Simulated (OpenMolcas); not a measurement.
Tc5+ (d2) among equal point charges was computed by CASSCF with the d shell active (OpenMolcas, ANO-RCC-VDZP on the metal). Its lowest spin-free states, and all those of the highest spin:

```csv
2S+1,Degeneracy,E (cm-1)
3,3,0.0
3,3,12251
1,3,13630
1,2,13995
3,3,24878
3,1,26025
1,1,27295
1,3,28186
1,3,31194
1,2,41976
1,1,63649
```

Is the site octahedral, tetrahedral or cube-like, axial, or of lower symmetry?

The states with 2S+1 = 3 have orbital degeneracies 3, 3, 3, 1. Threefold states need a cubic site. For d2 at this spin an octahedron puts the threefold T1 below the threefold T2 and a tetrahedron or cube puts the single A2 below the threefold T2, so the site is octahedral. The run had Tc5+ among 6 point charges of -1.7 e arranged as an octahedron (Oh), 1.72 Å from the ion.

An orbital triplet at a regular site is open to Jahn-Teller coupling, which can distort the site and quench the lowest spin-orbit gaps and is left out. Without dynamic correlation the repulsion within the d shell is too large (B by tens of per cent), so at a given field states of lower spin stand too high. This field is weak: 10Dq is about 13955 cm-1, while octahedral complexes of 4d ions of charge 3 and more, computed by the same method with explicit ligands, had a median near 25000 cm-1. Ground spin and moment need not be those of a real site. This is an electrostatic model: the charges have no orbitals. No measured value stands beside these numbers.
